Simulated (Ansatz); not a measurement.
Geometry optimisation, RKS BLYP/6-31G (Ansatz).

The input (input.yaml):

```yaml
crystal:
  periodic: [false, false, false]
  atoms:
    - { symbol: O, position_ang: [-2.3398, -1.0615, 0.1657] }
    - { symbol: B, position_ang: [-1.1193, -0.4059, 0.5232] }
    - { symbol: C, position_ang: [-0.0842, -0.0303, -0.6122] }
    - { symbol: Al, position_ang: [1.6858, -1.0884, -0.3284] }
    - { symbol: B, position_ang: [0.2798, 1.5184, -0.5791] }
    - { symbol: O, position_ang: [0.85, 2.1584, 0.6331] }
    - { symbol: H, position_ang: [-2.1834, -1.9885, 0.1749] }
    - { symbol: H, position_ang: [-0.8362, -0.1819, 1.6571] }
    - { symbol: H, position_ang: [-0.4613, -0.2731, -1.5532] }
    - { symbol: H, position_ang: [1.548, -2.6618, -0.615] }
    - { symbol: H, position_ang: [2.5448, -0.6943, 0.9194] }
    - { symbol: H, position_ang: [0.1171, 2.1911, -1.5097] }
    - { symbol: H, position_ang: [0.0191, 2.4831, 1.1389] }
basis:
  gaussian: { orbitals: "6-31G" }
hamiltonian:
  xc: blyp
relax:
  f_tol: 0.015
  max_steps: 40
output:
  orbitals: {}
```

Run as:

```bash
$ ansatz run input.yaml --threads 1 --pin off --max-ram 2048MiB --backend cpu --events-out ev --progress --plain --runs-dir out
```

**Question.** Where does it end, and by what steps?

**Answer.** The run converged. The force dipped under the threshold on the way, but the program's further checks kept it going. Limits of this set-up: no polarisation functions. After 15 steps the energy has fallen by 1.926 eV; H13 moved furthest, 1.01 Å.

```
step  energy less start (eV)  largest force component (eV/Å)  accepted
   0                  0.0000                           2.666       yes
   1                 -0.6033                           1.455       yes
   2                 -0.7656                           1.292       yes
   3                 -0.9180                           1.477       yes
   4                 -1.1248                           2.174       yes
   5                 -1.4758                           1.654       yes
   6                 -1.8307                           0.803       yes
   7                 -1.8788                           0.211       yes
   8                 -1.8873                           0.506       yes
   9                 -1.9206                           0.380       yes
  10                 -1.9216                           0.175       yes
  11                 -1.9229                           0.099       yes
  12                 -1.9257                           0.031       yes
  13                 -1.9259                           0.013       yes
  14                 -1.9260                           0.018       yes
  15                 -1.9261                           0.014       yes
```

```xyz
13
Properties=species:S:1:pos:R:3
O -2.192 -1.460 0.435
B -1.163 -0.538 0.651
C -0.174 -0.072 -0.479
Al 1.513 -1.109 -0.073
B 0.163 1.450 -0.449
O 0.583 2.039 0.748
H -2.298 -1.803 -0.486
H -1.098 -0.159 1.785
H -0.501 -0.412 -1.483
H 1.660 -2.535 -0.822
H 2.668 -0.576 0.908
H 0.085 2.137 -1.441
H 0.774 3.003 0.722
```

Time of the run: 69 s on 1 thread of Arm Neoverse V2, on a shared host, peak memory 0.17 GiB.
